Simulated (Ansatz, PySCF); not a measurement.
Process, species as SMILES: NB(Cl)Cl → [NH]B(Cl)Cl + H atom (the H-N bond at the site shown breaks; other sites are not compared here)
Geometries: B3LYP-D3(BJ)/def2-TZVP minima from Ansatz (a first-principles code), one conformer each, not searched for the lowest.

Wanted: bond dissociation energy (0 K, with B3LYP-D3(BJ) harmonic zero-point energies from PySCF), in eV. Correlated levels leave the core frozen unless marked. UHF or UKS for open shells. Spin-orbit coupling is left out. Non-relativistic. Basis-set limits of correlation are two-point, X^-3; Hartree-Fock from the larger set (for Q and 5 zeta extrapolated as (X+1)exp(-9√X)).

CCSD(T)/CBS(cc-pV(Q+d)Z,cc-pV(5+d)Z) (Ansatz) gives 5.12 eV.

Task: Another calculation gave 4.90 eV. Which level was it?
A) B3LYP/def2-TZVPD (Ansatz)
B) wB97X-V/def2-TZVPD (Ansatz)
C) SVWN5/def2-TZVPD (Ansatz)
D) revPBE/def2-TZVPD (Ansatz)

Result: A, B3LYP/def2-TZVPD (Ansatz). The others give 5.02 (wB97X-V), 4.71 (revPBE), 5.48 (SVWN5) eV.
